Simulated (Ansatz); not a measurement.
Basis-set extrapolation for B2ClH3S, SMILES `SBBCl` (PBE0-D4/def2-TZVP geometry, frozen core, Ansatz). Multiplicity 1, RHF reference.

```
                      def2-TZVPP   def2-QZVPP
                 HF  -908.231255  -908.257204
    MP2 correlation    -0.559147    -0.606557
CCSD(T) correlation    -0.640693      not run
```

Energies in hartree. Use E(X) = E(∞) + A·exp(−7.88·√X) for Hartree–Fock and E(X) = E(∞) + B·X^(−2.97) for correlation, with X = 3 and 4, and add CCSD(T) minus MP2 of the smaller set to the MP2 limit.

Q: What is the CCSD(T) energy at the basis-set limit?

A: HF limit: -908.257204 + (-0.025949) × 0.13774 = -908.26078. MP2 limit: -0.606557 + (-0.047410) × 0.74074 = -0.64168. Higher-order term: -0.640693 − (-0.559147) = -0.08155. Total: -908.98401 hartree, 3.05 eV below CCSD(T)/def2-TZVPP.
